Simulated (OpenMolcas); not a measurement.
## Pt²⁺: effect of the basis set

- Program: OpenMolcas
- Method: CASSCF
- Active space: 8 electrons in 5 orbitals (5d)
- State averaging: 2S+1 = 3 even, 10 roots; 2S+1 = 1 even, 15 roots
- Spin-orbit coupling: state interaction with AMFI integrals over the reference wave functions, term energies averaged over their components

A. ANO-R1 [7s5p4d2f], X2C, finite nucleus; cost about 6 core-seconds
B. ANO-RCC-VDZP [7s6p4d2f], DKH2, point nucleus; cost roughly 4 core-seconds
C. ANO-R2 [8s6p5d3f1g], X2C, finite nucleus; cost of the order of 22 core-seconds
D. ANO-RCC-VTZP [8s7p5d3f1g], DKH2, point nucleus; cost roughly 9 core-seconds
E. ANO-RCC-VQZP [9s8p6d4f2g1h], DKH2, point nucleus; cost roughly 8 core-seconds
F. ANO-R3 [9s7p6d4f2g2h], X2C, finite nucleus; cost of the order of 9 core-seconds

Energies in cm⁻¹ above 5d⁸ ³F₄, the measured ground level; measured values from NIST levels as listed in McCann et al., Mon. Not. R. Astron. Soc. 538, 537 (2025).

```csv
Level,A,B,C,D,E,F,Measured
5d⁸ ³F₄,0.0,0.0,0.0,0.0,0.0,0.0,0.0
5d⁸ ³F₃,10251,10407,9869,9869,9977,10041,9752
5d⁸ ³P₂ [54 %],17818,17978,17552,17561,17662,17733,
5d⁸ ³P₀,20866,20918,21021,21045,21060,21097,14939
5d⁸ ³P₁,22970,23114,22840,22858,22942,23012,16782
5d⁸ ¹G₄,25802,25925,25824,25847,25906,25973,21331
5d⁸ ¹S₀,54924,55110,55249,55310,55369,55488,
```

Deviations, from unrounded energies. A percentage is the sum of absolute deviations over the sum of measured energies, with the sign that they share, or ± where signs differ.

```tsv
Against measurement	Levels	A	B	C	D	E	F
mean absolute deviation (cm-1)	4	4300	4400	4200	4200	4300	4300
fine structure of the ground term (%)	1	+5.1	+6.7	+1.2	+1.2	+2.3	+3.0
other terms of the ground configuration (%)	3	+31.3	+31.9	+31.4	+31.5	+31.8	+32.1
```

A, B, C, D, E, F lie about equally close to measurement. The largest miss of C in the table is 5d⁸ ³P₀, by +6100 cm-1. The ranking rests on the paired levels alone, and a cruder setting can come out closer through cancelling errors.

Among A to F the level of the table that moves most is 5d⁸ ¹S₀, by 560 cm-1 (lowest in A, highest in F).

Configurations with an s electron lie low in 5d ions of this charge, fall among these levels and mix in, so low-spin terms can stand far too high, up to twice their true height, and weights are not those of the real levels. Without dynamic correlation excited terms often stand tens of per cent too high (terms of higher spin than the ground term too low), and those without a measured partner can miss by more than the paired ones. Measured partners are found by configuration, term and J. A level has none where our copy of the source lacks it or the pairing is in doubt (some pairs that miss far off the trend of their configuration count as doubtful), and it then counts in no deviation. Only configurations of the active space appear. The table leaves out levels that lie high or whose names do not pair safely across all columns.

A share in square brackets marks a mixed level and gives the weight of the term that names it, the lowest over the columns.
